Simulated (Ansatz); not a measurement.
Cartesian coordinates in Å:
```
C 0.682 -0.273 -1.294
B 0.212 -0.315 0.186
Cl 0.934 -1.487 1.299
N -0.772 0.566 0.696
C -1.431 0.946 1.626
O -2.106 1.375 2.465
H 1.723 0.065 -1.333
H 0.081 0.397 -1.909
H 0.678 -1.273 -1.736
```

The species carries charge 0 and has multiplicity 1.

Task: List the ωB97M-V/def2-TZVPP orbital energies in eV (Ansatz 0.2.0). (An estimate is asked.)

Result: The calculation gave: Occupied: -2772.04, -527.93, -395.52, -285.94, -281.11, -262.45, -199.92, -199.82, -199.78, -190.07, -34.38, -29.64, -26.19, -22.85, -20.28, -17.43, -16.43, -16.42, -15.45, -14.28, -13.74, -13.61, -12.44, -11.43, -11.43, -11.09. Lowest empty: 0.65, 1.80, 2.79, 3.11, 3.68, 4.00, 4.67, 4.69.
